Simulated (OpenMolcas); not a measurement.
An atom or ion with 32 electrons was computed by XMS-CASPT2, IPEA 0.25 Eh, imaginary shift 0.1 Eh with spin-orbit coupling (OpenMolcas, ANO-RCC-VTZP, DKH2). The lowest levels that the run gave, each within 12 % of the measured value where one is at hand:

```tsv
J	Parity	E (cm⁻¹)	g
0	even	0.0	
1	even	1551	1.501
2	even	3600	1.485
2	even	12900	1.016
0	even	28810
```

Which ion is it, and what are the configurations and terms?

Se2+ (Z = 34, charge +2; active space 2 electrons in 3 orbitals (4p)). J, parity and g give the terms where levels are pure, and mixed ones are named by the computed weights; the size of the splittings, set against known spectra of the 32-electron sequence, gives the charge. In order, with the measured energies in cm⁻¹ (Moore, Atomic Energy Levels, vol. II, NSRDS-NBS 35 (1971 reprint of NBS Circular 467, 1952)): 4s² 4p² ³P₀, 4s² 4p² ³P₁ (1741), 4s² 4p² ³P₂ (3937), 4s² 4p² ¹D₂ (13032), 4s² 4p² ¹S₀.

Term energies are means over components that CASPT2 splits; among the terms shown or strongly mixed into the levels shown the widest spread is 380 cm-1 (4s² 4p² ¹D). With the s shell closed, the reference lacks s² → p² mixing. Computed and measured levels are paired by configuration, term and J; levels that our copy of the source lacks, or whose pairing is in doubt (as where it misses far off the trend of its configuration), stay unpaired and out of the deviations. Only configurations of the active space appear.
